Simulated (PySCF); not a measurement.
Two species compared at the same levels of theory.

First species: C₃H₁₁OPSi.
Numbering: `[CH3:1][CH2:2][P@@H:3](=[O:4])[CH2:5][SiH3:6]` (hydrogens: H7, H8, H9 on C1; H10, H11 on C2; H12 on P3; H13, H14 on C5; H15, H16, H17 on Si6)

Second species: C4H5PS.
Z-matrix (Å and degrees, GFN2-xTB geometry), rows numbered from 1:
```
P 
C   1  1.8198
C   2  1.4223  1  122.77
C   3  1.3534  2  112.61  1  -177.03
S   4  1.7206  3  112.18  2     0.62
C   2  1.3612  1  125.15  3  -175.63
H   1  1.3960  2   95.26  3   -68.86
H   1  1.3931  2   95.20  3  -161.85
H   3  1.0759  2  123.30  1     3.31
H   4  1.0720  3  128.53  2  -179.23
H   6  1.0723  2  128.15  1    -2.99
```

Levels: PBE0/def2-SVPD for dipole moment, HOMO energy, LUMO energy, HOMO–LUMO gap, static isotropic polarisability and electronic spatial extent ⟨r²⟩ about the centre of nuclear charge; TDDFT PBE0/def2-SVPD for lowest singlet excitation; TDA PBE0/def2-SVPD for lowest triplet excitation (Tamm–Dancoff); GFN2-xTB for rotational constant A and rotational constant C. Geometries: GFN2-xTB. Each species is one conformer at its optimised geometry, gas phase, non-relativistic unless stated; the electronic structure was computed with PySCF and density fitting.

The conformers computed, where there is a choice (atom-mapped SMILES and torsion angles):
- `[CH3:1][CH2:2][P@@H:3](=[O:4])[CH2:5][SiH3:6]`: C1–C2–P3–O4 176°, C2–P3–C5–Si6 173°
- `[PH2:1][c:2]1[cH:3][cH:4][s:5][cH:6]1`: H–P1–C2–C3 -69°, H–P1–C2–C3 -162°

(1) Which has the higher dipole moment?

(2) Which of the two has the higher S1 energy, and by how much?

(3) Which has the higher rotational constant A?

(4) Which of the two has the higher rotational constant C, and by how much?

(5) Which has the higher ⟨r²⟩?

(6) Which has the higher HOMO energy?

(7) Which has the higher HOMO–LUMO gap?

(8) Which of the two has the higher T1 energy, and by how much?

Results:

(1) The first: 4.27 D against 0.65 D, a difference of 3.62 D.

(2) The first: 6.91 eV against 5.28 eV, a difference of 1.63 eV.

(3) The second: 6.887 GHz against 3.886 GHz, a difference of 3.001 GHz.

(4) The second: 1.215 GHz against 1.032 GHz, a difference of 0.183 GHz.

(5) The first: 1186 bohr² against 909 bohr², a difference of 277 bohr².

(6) The second: -6.69 eV against -7.67 eV, a difference of 0.98 eV.

(7) The first: 7.94 eV against 6.07 eV, a difference of 1.87 eV.

(8) The first: 6.63 eV against 3.74 eV, a difference of 2.89 eV.

On the first: The polarisability is 13.37 Å³ as a volume (1 au = 0.148185 Å³), or 1.37 au for each of the 66 electrons. In wavenumbers S1 is 55700 cm⁻¹ (1 eV = 8065.54 cm⁻¹).

On the second: No computed singlet falls in the visible range (750 to 380 nm, 1.65 to 3.26 eV); S1 lies 2.02 eV above its blue end. The vertical singlet–triplet gap S1 − T1 is 1.54 eV (TDDFT singlet less Tamm–Dancoff triplet; S1: HOMO→LUMO, weight 0.90; T1: HOMO→LUMO, weight 0.68).
